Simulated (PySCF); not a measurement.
Vertical excitations of a molecule CH3FO2Si from TDA-CAM-B3LYP/def2-SVPD (PySCF), as energy in eV (oscillator strength): 5.22 (0.005), 7.19 (0.006), 7.67 (0.104), 8.15 (0.003), 8.34 (0.089), 8.42 (0.019), 8.43 (0.004), 8.70 (0.002), 8.75 (0.324), 9.27 (0.002). Lowest triplet (TDA): 4.51 eV. Geometry optimised at PBE0-D3(BJ)/def2-SVP. The values are those of a single conformer.

Which structure fits?
A. O=C(O)[SiH2]F
B. O=CO[SiH2]F
C. O=C[Si@@H](O)F
D. F[SiH]1OCO1

A, O=C(O)[SiH2]F
